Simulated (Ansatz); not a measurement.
GeTe, closed-shell singlet (the spin of the measured ground state), most abundant isotopes (73.9212 and 129.9062 u). Constants from fifth-degree fits in 1/R to seven points on the lowest solution found; no spin–orbit coupling, no relativity up to Kr; ω_e x_e and α_e move by some per cent with the fit.

Correlated levels freeze the inner cores; with def2 sets outer-core shells near the valence are correlated too.

Programs: Ansatz (Gaussian orbitals). Each number belongs to the level named beside it. In def2 rows elements past Kr take small-core potentials, without spin–orbit coupling.

Total energies (hartree; each atom in its lowest state at that level) and vibrational constants (cm⁻¹):

| level | E(GeTe) at r_e | E(Ge) | E(Te) | ω_e | ω_e x_e |
|---|---|---|---|---|---|
| PBE/def2-TZVPP | -2344.748572 | -2076.601766 | -267.973098 | 315 | 0.55 |
| B3LYP/def2-TZVPP | -2345.200429 | -2076.965140 | -268.073869 | 322 | 0.54 |
| wB97M-V/def2-TZVPP | -2344.918892 | -2076.805905 | -267.959266 | 351 | 0.50 |
| CCSD(T)/def2-QZVPP | -2343.515032 | -2075.801618 | -267.546964 | 328 | 0.61 |

Q: Work out D_e and D₀ in eV.

A: 
D_e = E(Ge) + E(Te) − E(molecule), times 27.2114 eV; D₀ = D_e − (ω_e/2 − ω_e x_e/4)/8065.54.
- PBE/def2-TZVPP: D_e = 4.727, zero point 0.019, D₀ = 4.707 eV
- B3LYP/def2-TZVPP: D_e = 4.392, zero point 0.020, D₀ = 4.373 eV
- wB97M-V/def2-TZVPP: D_e = 4.183, zero point 0.022, D₀ = 4.161 eV
- CCSD(T)/def2-QZVPP: D_e = 4.529, zero point 0.020, D₀ = 4.509 eV
No counterpoise correction is made.

Doubts at one or more of the structures used: a restricted determinant that unrestricted orbitals would lower (CCSD(T)/def2-QZVPP).

Ansatz is a quantum-chemistry and plane-wave program.
